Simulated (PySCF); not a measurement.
## Neon: a sound run and one with changed settings

Sound run: Ne⁺ [He] 2s2 2p5, Ne²⁺ [He] 2s2 2p4. Computed with PySCF 2.14 in pcseg-2 (4s3p2d1f, 30 functions), with no relativity, point nucleus. The sound run starts from symmetry-adapted Hartree-Fock orbitals and uses a fine grid where one is needed.

A second run was set up differently.

```tsv
species	method	sound run (hartree)	changed run (hartree)	converged
Ne⁺	UHF	-127.81101	-127.81101	yes
Ne⁺	BP86	-128.16542	-128.16641	yes
Ne⁺	M06-L	-128.16775	-128.16307	yes
Ne²⁺	UHF	-126.36567	-126.36567	yes
Ne²⁺	BP86	-126.64740	-126.64717	yes
Ne²⁺	M06-L	-126.66187	-126.68240	yes
```

Ionisation energy of Ne⁺:

| method | sound run (eV) | changed run (eV) |
| --- | --- | --- |
| UHF | 39.330 | 39.330 |
| BP86 | 41.307 | 41.341 |
| M06-L | 40.977 | 40.291 |

(1) What was changed?
A. too few SCF iterations
B. basis contracted for another Hamiltonian
C. radial grid too coarse
D. a valence shell is frozen

Results:

(1) C. It used radial step 0.5 in ln r (0.13 in the sound run). A coarse radial grid mis-integrates the density and the exchange-correlation energy, with errors of either sign; Hartree-Fock needs no grid.
